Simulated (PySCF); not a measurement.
**Correlation energy of Ce(40+) (cerium, charge +40)**

[Ar], closed-shell 1S. Calculation: PySCF 2.14, in an even-tempered Gaussian basis (19 s from 7.7 bohr⁻², ratio 2.2; 12 p from 10 bohr⁻², ratio 2.2; 5 d from 44 bohr⁻², ratio 2.4; 4 f from 66 bohr⁻², ratio 2.4; 4 g from 98 bohr⁻², ratio 2.4); the non-relativistic Hamiltonian (point nucleus). Frozen: 1s2; 16 electrons correlated; the 22 highest virtual orbitals of each spin left out.

MP2 pair energies summed by pair of shells (mhartree):

```csv
pair,energy,share (%)
2p-2p,-191.87,29.2
3p-3p,-187.20,28.5
2p-3p,-121.29,18.4
2s-2p,-57.90,8.8
3s-3p,-31.84,4.8
2s-3p,-23.96,3.6
2p-3s,-18.24,2.8
2s-2s,-10.93,1.7
3s-3s,-8.13,1.2
2s-3s,-6.28,1.0
```

Total MP2 correlation energy: -657.65 mhartree.

At this charge a non-relativistic calculation is a model, useful for the Z dependence of the correlation energy.
